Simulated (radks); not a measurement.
Question: Ta2+, configuration [Xe] 4f14 5d3. All-electron calculation, scalar-relativistic Kohn-Sham, r2SCAN, spin-polarised, spherical densities, finite nucleus; open shells are filled with parallel spins first (spin-orbit coupling, left out, can overturn this in heavy ions); meta-GGA in the generalised Kohn-Sham scheme; Fermi nuclear charge, rms radius 5.3507 fm. Program: a radial shooting solver on a logarithmic mesh with Libxc functionals. Some entries of the table are withheld. Estimate them.

| orbital | occ. | eigenvalue (eV) | r(max) (bohr) |
|---|---|---|---|
| 1s down | 1 | -67452.89 | 0.01168 |
| 1s up | 1 | -67452.87 | 0.01168 |
| 2s up | 1 | -11627.43 | 0.06683 |
| 2s down | 1 | -11627.25 | 0.06683 |
| 2p up | 3 | -10189.40 | 0.05477 |
| 2p down | 3 | -10189.26 | 0.05477 |
| 3s down | 1 | -2685.110 | 0.1885 |
| 3s up | 1 | -2685.095 | 0.1885 |
| 3p down | 3 | -2255.323 | 0.1864 |
| 3p up | 3 | -2255.322 | 0.1864 |
| 3d up | 5 | -1752.909 | 0.1521 |
| 3d down | 5 | -1752.828 | 0.1521 |
| 4s up | 1 | -565.1717 | 0.4290 |
| 4s down | 1 | -565.0730 | 0.4290 |
| 4p up | 3 | -423.5611 | 0.4495 |
| 4p down | 3 | -423.4819 | 0.4495 |
| 4d up | 5 | -241.3440 | 0.4616 |
| 4d down | 5 | -241.2416 | 0.4617 |
| 5s up | 1 | -90.7211 | 0.9920 |
| 5s down | 1 | -89.3779 | 0.9882 |
| 5p up | 3 | -56.8474 | 1.129 |
| 5p down | 3 | -54.8272 | 1.120 |
| 4f up | 7 | -40.4205 | 0.4426 |
| 4f down | 7 | -40.0937 | 0.4424 |
| 5d up | 3 | (1) | 1.546 |
| 5d down | 0 | (2) | 1.500 |

Answer: 
(1) 5d up eigenvalue (eV): -19.2009
(2) 5d down eigenvalue (eV): -15.9561
